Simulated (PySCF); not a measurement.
Ne²⁺: ionisation energy

Ne²⁺ [He] 2s2 2p4 (3P) → Ne³⁺ [He] 2s2 2p3 (4S), as a difference of total energies. Computed with PySCF 2.14 in aug-cc-pVQZ with one added diffuse shell each of s, p, d, f, g type (7s6p5d4f3g, 105 functions), with the non-relativistic Hamiltonian (point nucleus). Correlated levels: valence: 1s2 frozen. The calculations carry no spin-orbit coupling.

Question: Order these methods by the ionisation energy they give, lowest first.
A. BHandHLYP
B. revPBE
C. r2SCAN0
D. SCS-MP2 (valence)

Answer: D (63.316 eV), C (63.527 eV), A (63.704 eV), B (63.804 eV).

A first-order spin-orbit estimate (lowest level to lowest level, LS coupling) adds 0.037 eV.

Errors of the correlated levels include the incompleteness of this basis and the frozen core.

For comparison: 63.423 eV (measured; NIST Atomic Spectra Database, ionization energies).
